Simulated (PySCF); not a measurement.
Point-charge models of `CC(C)C1=CC=CC(F)=P1` against its computed dipole.

Coordinates (GFN2-xTB, Å) and charges (e) from the PBE0/pcSseg-1 density (PySCF):

```json
{"atom": "C1", "x": "-2.108", "y": "-0.966", "z": "-0.605", "Mulliken": "-0.1969", "IAO": "-0.4142", "Hirshfeld": "-0.1206", "ESP-fitted": "-0.5068"}
{"atom": "C2", "x": "-1.411", "y": "0.127", "z": "0.205", "Mulliken": "-0.3116", "IAO": "-0.0919", "Hirshfeld": "-0.0213", "ESP-fitted": "+0.3784"}
{"atom": "C3", "x": "-1.825", "y": "1.510", "z": "-0.296", "Mulliken": "-0.1992", "IAO": "-0.4144", "Hirshfeld": "-0.1209", "ESP-fitted": "-0.4919"}
{"atom": "C4", "x": "0.090", "y": "-0.031", "z": "0.121", "Mulliken": "-0.4560", "IAO": "-0.1887", "Hirshfeld": "-0.0327", "ESP-fitted": "+0.2057"}
{"atom": "C5", "x": "0.813", "y": "-0.271", "z": "1.274", "Mulliken": "+0.0061", "IAO": "-0.1574", "Hirshfeld": "-0.0543", "ESP-fitted": "-0.4998"}
{"atom": "C6", "x": "2.191", "y": "-0.424", "z": "1.330", "Mulliken": "-0.0955", "IAO": "-0.1312", "Hirshfeld": "-0.0357", "ESP-fitted": "+0.1595"}
{"atom": "C7", "x": "2.995", "y": "-0.344", "z": "0.208", "Mulliken": "-0.1031", "IAO": "-0.1843", "Hirshfeld": "-0.0668", "ESP-fitted": "-0.5426"}
{"atom": "C8", "x": "2.464", "y": "-0.116", "z": "-1.042", "Mulliken": "+0.0422", "IAO": "+0.0808", "Hirshfeld": "+0.0294", "ESP-fitted": "+0.4892"}
{"atom": "F9", "x": "3.336", "y": "-0.055", "z": "-2.081", "Mulliken": "-0.2837", "IAO": "-0.2693", "Hirshfeld": "-0.0918", "ESP-fitted": "-0.2089"}
{"atom": "P10", "x": "0.797", "y": "0.113", "z": "-1.473", "Mulliken": "+0.4643", "IAO": "+0.3147", "Hirshfeld": "+0.0880", "ESP-fitted": "-0.2603"}
{"atom": "H11", "x": "-1.835", "y": "-0.883", "z": "-1.656", "Mulliken": "+0.1203", "IAO": "+0.1398", "Hirshfeld": "+0.0322", "ESP-fitted": "+0.1405"}
{"atom": "H12", "x": "-1.816", "y": "-1.951", "z": "-0.247", "Mulliken": "+0.1207", "IAO": "+0.1438", "Hirshfeld": "+0.0379", "ESP-fitted": "+0.1136"}
{"atom": "H13", "x": "-3.188", "y": "-0.871", "z": "-0.519", "Mulliken": "+0.1138", "IAO": "+0.1398", "Hirshfeld": "+0.0424", "ESP-fitted": "+0.1310"}
{"atom": "H14", "x": "-1.714", "y": "0.031", "z": "1.254", "Mulliken": "+0.1123", "IAO": "+0.1292", "Hirshfeld": "+0.0398", "ESP-fitted": "-0.0123"}
{"atom": "H15", "x": "-1.558", "y": "1.623", "z": "-1.345", "Mulliken": "+0.1211", "IAO": "+0.1399", "Hirshfeld": "+0.0319", "ESP-fitted": "+0.1366"}
{"atom": "H16", "x": "-1.322", "y": "2.288", "z": "0.275", "Mulliken": "+0.1211", "IAO": "+0.1439", "Hirshfeld": "+0.0377", "ESP-fitted": "+0.1094"}
{"atom": "H17", "x": "-2.900", "y": "1.645", "z": "-0.195", "Mulliken": "+0.1141", "IAO": "+0.1398", "Hirshfeld": "+0.0424", "ESP-fitted": "+0.1274"}
{"atom": "H18", "x": "0.265", "y": "-0.345", "z": "2.205", "Mulliken": "+0.0927", "IAO": "+0.1477", "Hirshfeld": "+0.0478", "ESP-fitted": "+0.1859"}
{"atom": "H19", "x": "2.654", "y": "-0.610", "z": "2.288", "Mulliken": "+0.0994", "IAO": "+0.1612", "Hirshfeld": "+0.0573", "ESP-fitted": "+0.1138"}
{"atom": "H20", "x": "4.066", "y": "-0.462", "z": "0.295", "Mulliken": "+0.1179", "IAO": "+0.1708", "Hirshfeld": "+0.0569", "ESP-fitted": "+0.2317"}
```

**Question.** What dipole does each set of charges give (1 e·Å = 4.803 D), and what does the density give?

**Answer.** The full density gives (-1.06, -0.25, 2.61) D, 2.83 D in size; dipole vectors point from the negative to the positive end.

```csv
scheme,μx,μy,μz,size (D),share of the full size (%),angle to the full dipole (°)
Mulliken,-3.44,0.38,-0.25,3.47,123,73
IAO,-2.45,0.04,1.55,2.90,103,36
Hirshfeld,-0.68,-0.05,0.86,1.10,39,16
ESP-fitted,-1.08,-0.24,2.60,2.83,100,0
```

**Question.** Which set comes closest?

**Answer.** Length of the difference vector: ESP-fitted 0.02 D, IAO 1.77 D, Hirshfeld 1.80 D, Mulliken 3.77 D. Closest: ESP-fitted. ESP charges are fitted to the potential around the molecule, whose slowest-falling term is the dipole's. 

**Question.** What is left for the Hirshfeld atoms' own dipoles?

**Answer.** The shares of the density sum to the whole, so what Σ q r misses lies in dipoles about the nuclei. The atomic dipoles sum to (-1.06, -0.25, 2.61) − (-0.68, -0.05, 0.86) = (-0.38, -0.20, 1.75) D, 1.80 D in size.

**Question.** With the origin at the mean of the coordinates, (0.000, 0.001, 0.000) Å, which are the largest single terms, by size, of the Hirshfeld dipole along the direction of the full one?

**Answer.** F9 +1.40, P10 -0.70, H18 +0.45, H14 +0.34, H20 -0.33 D; all 20 atoms together +1.05 D. The single terms depend on the origin, their sum doesn't.

**Question.** Give the size of the full dipole in other units.

**Answer.** 2.83 D = 1.112 au = 0.589 e·Å = 9.43 × 10⁻³⁰ C·m.

One conformer (not necessarily the lowest) at the GFN2-xTB geometry, without solvent, vibrations or thermal averaging.

These values come from a run that also computed NMR shieldings. Cost: about 2.2 min of CPU time on one thread; the machine was shared, so the figure is rough.

Conformer computed: `[CH3:1][CH:2]([CH3:3])[c:4]1[cH:5][cH:6][cH:7][c:8]([F:9])[p:10]1`: C1–C2–C4–C5 -118°.
